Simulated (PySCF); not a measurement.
Job file and geometry (Å, from GFN2-xTB) of an NMR shielding run on SMILES C[NH2+][B@@-](N)(Cl)C#N, C2H7BClN3, GIAO PBE0/pcSseg-1 NMR shielding, non-relativistic, gas phase in PySCF 2.14.0, density-fitted response routines; density fitting, a coarse starting grid and PySCF grid level 2 are the driver's defaults:

```
$ OMP_NUM_THREADS=1 python probes_run.py task.json out

{"job": {"kind": "nmr", "xc": "PBE0", "basis": "pcSseg-1"}, "charge": 0, "multiplicity": 1}
C     -1.606177    -0.319376     0.651600
N     -0.736429     0.611469    -0.069232
B      0.759854    -0.051829    -0.504946
N      1.345440    -0.665438     0.677629
Cl     0.208855    -1.224830    -1.875654
C      1.564940     1.129023    -1.109538
N      2.176075     1.987654    -1.563075
H     -1.753863    -1.199827     0.029382
H     -1.110044    -0.618309     1.571926
H     -2.571012     0.131746     0.883242
H     -0.554567     1.439655     0.494221
H     -1.176185     0.894762    -0.943256
H      1.137604    -1.633241     0.861668
H      2.314830    -0.481930     0.873866
```

Question: Write the output of this run.

Answer: 
```
coarse grid: 12408 points
cycle   1  E = -729.2067941559  dE =  7.140e-01  |g| = 5.343e-01  |ddm| = 3.231e+00
cycle   2  E = -729.1341164678  dE =  7.268e-02  |g| = 8.226e-01  |ddm| = 1.195e+00
cycle   3  E = -729.2700237962  dE = -1.359e-01  |g| = 2.086e-01  |ddm| = 6.367e-01
cycle   4  E = -729.2788182613  dE = -8.794e-03  |g| = 6.414e-02  |ddm| = 1.658e-01
cycle   5  E = -729.2796279331  dE = -8.097e-04  |g| = 1.696e-02  |ddm| = 5.194e-02
cycle   6  E = -729.2796883486  dE = -6.042e-05  |g| = 2.406e-03  |ddm| = 1.627e-02
cycle   7  E = -729.2796892603  dE = -9.118e-07  |g| = 8.997e-04  |ddm| = 2.736e-03
final grid: 115952 points
cycle   8  E = -729.3105831123  dE = -4.240e-05  |g| = 8.542e-03  |ddm| = 2.525e-02
cycle   9  E = -729.3105766591  dE =  6.453e-06  |g| = 1.014e-02  |ddm| = 1.436e-02
cycle  10  E = -729.3105981540  dE = -2.149e-05  |g| = 1.073e-03  |ddm| = 7.968e-03
cycle  11  E = -729.3105983745  dE = -2.205e-07  |g| = 2.404e-04  |ddm| = 1.119e-03
cycle  12  E = -729.3105983833  dE = -8.820e-09  |g| = 1.378e-04  |ddm| = 2.175e-04
cycle  13  E = -729.3105983869  dE = -3.536e-09  |g| = 5.715e-05  |ddm| = 1.055e-04
cycle  14  E = -729.3105983875  dE = -6.874e-10  |g| = 8.733e-06  |ddm| = 3.831e-05
converged SCF energy = -729.3105983875

GIAO shielding tensors (ppm)
atom      isotropic    diamagn.    paramagn.     s11        s22        s33       span
  0 C      162.363     245.724     -83.361    147.048    151.600    188.442     41.393
  1 N      190.230     321.510    -131.279    154.931    205.609    210.150     55.218
  2 B      109.107     183.595     -74.488     91.704    112.915    122.701     30.998
  3 N      229.919     314.133     -84.214    197.150    238.993    253.614     56.464
  4 Cl     896.651    1148.374    -251.723    747.802    888.675   1053.476    305.674
  5 C       55.571     262.014    -206.443    -65.711    -61.436    293.859    359.570
  6 N      -67.609     338.876    -406.484   -245.874   -235.576    278.624    524.497
  7 H       28.537      29.101      -0.564     22.610     29.962     33.038     10.428
  8 H       28.797      29.333      -0.536     23.590     28.591     34.208     10.618
  9 H       29.424      27.740       1.684     24.315     26.765     37.191     12.876
 10 H       29.167      32.405      -3.238     22.351     27.244     37.905     15.554
 11 H       28.909      32.192      -3.283     24.189     26.257     36.280     12.091
 12 H       31.335      30.650       0.685     24.608     28.973     40.424     15.816
 13 H       30.530      29.537       0.993     23.414     26.811     41.365     17.950
```

Size and cost of the density-fitted run: 161 basis functions, 2.1 min wall time (68 s CPU) on 1 thread of an Intel Xeon, shared host; peak memory 0.73 GiB.
